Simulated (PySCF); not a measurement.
## [Lu(H2O)]3+ at several levels of theory

Computed with PySCF 2.14.0 (density fitting, no spin-orbit coupling) at the geometry relaxed with PBE0:

```xyz
4
[Lu(H2O)]3+ (singlet in the valence; each metal's 4f electrons, 14 of them, lie in its core potential, out of spins and levels)
Lu    0.0000    0.0000   -0.0439
O     0.0000    0.0000    2.0672
H     0.7820    0.0000    2.6983
H    -0.7820    0.0000    2.6983
```

| level | basis | state | HOMO (eV) | gap (eV) | charge on Lu1 (e) | population of f-type functions on Lu1 (polarisation alone where 4f lies in the core) | dipole about the centre of mass (D) | largest force component (eV/Å) |
| --- | --- | --- | --- | --- | --- | --- | --- | --- |
| PBE0 | Lu lcecp-1-SVP with ECP60, O def2-SVP, H def2-SVP | singlet | -28.68 | 7.76 | 2.52 | 0.02 | 3.57 | 0.00 |
| BLYP | the same | singlet | -26.94 | 4.83 | 2.45 | 0.02 | 3.95 | 0.48 |
| CAM-B3LYP | the same | singlet | -30.15 | 9.94 | 2.51 | 0.02 | 3.52 | 0.14 |

In the lcecp rows the 4f levels are missing from HOMO and gap, and the state counts the valence alone.

Charges are Mulliken's, which hang on the basis. The relaxation used the grid (50, 194), these runs (75, 302) or, all-electron (x2c bases, spin-free X2C Hamiltonian), (99, 590).

Problem. What does PBE0 with Lu lcecp-1-TZVP with ECP60, O def2-TZVP, H def2-TZVP give here?

Solution. state singlet, HOMO (eV) -28.65, gap (eV) 7.75, charge on Lu1 (e) 2.61, population of f-type functions on Lu1 (polarisation alone where 4f lies in the core) 0.02, dipole about the centre of mass (D) 3.63, largest force component (eV/Å) 0.30. Time: 7 s on 2 threads of Intel(R) Xeon(R) Platinum 8259CL CPU @ 2.50GHz (Skylake/Cascade Lake), with other jobs on the host, from free ions and atoms.

In the first row's basis the gap widens with exact exchange: 4.8 eV for BLYP (none); 7.8 eV for PBE0 (a fixed share); 9.9 eV for CAM-B3LYP (rising or full at long range).

An lcecp potential fixes the number of 4f electrons, so in runs with it no electron can move into or out of that shell.
